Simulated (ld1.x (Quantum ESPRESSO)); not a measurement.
## Pseudopotential generation for fluorine: TM, PBEsol, scalar-relativistic.

```json
{
 "Element": "F (Z = 9)",
 "Generator": "ld1.x (Quantum ESPRESSO) 7.5",
 "Type": "norm-conserving Troullier–Martins (Kleinman–Bylander form)",
 "Functional": "PBEsol",
 "Relativity": "scalar-relativistic",
 "Frozen core": "[He]",
 "Valence charge": "7",
 "Reference configuration": "2s2 2p3 (charge +2)",
 "Partial waves": "2s (bound): rc 0.60 bohr; 2p (bound): rc 1.40 bohr",
 "Local potential": "the p channel",
 "Core correction": "none"
}
```

All-electron outer shells of the reference configuration (PBEsol, scalar-relativistic, ld1.x):

| shell | level (eV) | outermost node (bohr) | outermost maximum (bohr) |
| --- | --- | --- | --- |
| 2s | -67.75 | 0.24 | 0.73 |
| 2p | -48.88 | – | 0.66 |

Question: Estimate the cutoffs (Ry, on a coarse ladder) from which the occupation-weighted sum of valence levels, in a spherical-Bessel basis at the reference potential, stays within 10 and 1 mRy of its value at 400 Ry.

Answer: 180 Ry and 260 Ry.

Question: Does the potential have ghost states?

Answer: No extra level below or beside the all-electron valence levels (s, p, d, f tested).

Question: Which valence shell sets the plane-wave cutoff?

Answer: 2s: its level needs 260 Ry to come within 1 mRy, against 80 Ry for 2p.

Question: Tests: 2s2 2p5; 2s2 2p4; 2s2 2p2; 2s1 2p6; 2s2 2p1; 2s2 2p5.3; 2s1 2p5. Which has the largest error in its energy relative to the reference configuration, and how large is it?

Answer: 2s2 2p1, with +938 meV (all-electron minus pseudo) on +146.08 eV.
